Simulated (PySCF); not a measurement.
**TPSS on Cu⁺ (copper, charge +1)**

Configuration: [Ar] 3d10, closed-shell 1S. All numbers are calculated (PySCF 2.14, no relativity, point nucleus, in def2-TZVP).

| Item | Value |
| --- | --- |
| Total energy | -1640.226 hartree |
| One-electron energy | -2278.054 hartree |
| Hartree (Coulomb) energy | 704.870 hartree |
| Exchange-correlation energy | -67.042 hartree |
| Kinetic energy | 1637.53474 hartree |
| ⟨S²⟩ | 0.0000 |
| ⟨L²⟩ | 0.000 |
| Sum of ⟨r⟩ | 17.89 bohr |
| Sum of ⟨r²⟩ | 19.75 bohr² |
| Density at the nucleus (Gaussians lack the cusp) | 16200 bohr⁻³ |
| Langevin diamagnetic susceptibility | -15.6 ×10⁻⁶ cm³/mol |
| Time after the integrals | 1.3 s of wall time on 1 thread of Neoverse-V1 (shared host) |

```json
{"shell": "1s", "electrons": "2", "mean orbital energy (eV)": "-8772.5", "rms radius, mean of both spins (bohr)": "0.0612"}
{"shell": "2s", "electrons": "2", "mean orbital energy (eV)": "-1052.1", "rms radius, mean of both spins (bohr)": "0.259"}
{"shell": "2p", "electrons": "6", "mean orbital energy (eV)": "-922.09", "rms radius, mean of both spins (bohr)": "0.230"}
{"shell": "3s", "electrons": "2", "mean orbital energy (eV)": "-120.66", "rms radius, mean of both spins (bohr)": "0.777"}
{"shell": "3p", "electrons": "6", "mean orbital energy (eV)": "-80.209", "rms radius, mean of both spins (bohr)": "0.822"}
{"shell": "3d", "electrons": "10", "mean orbital energy (eV)": "-13.550", "rms radius, mean of both spins (bohr)": "1.18"}
```
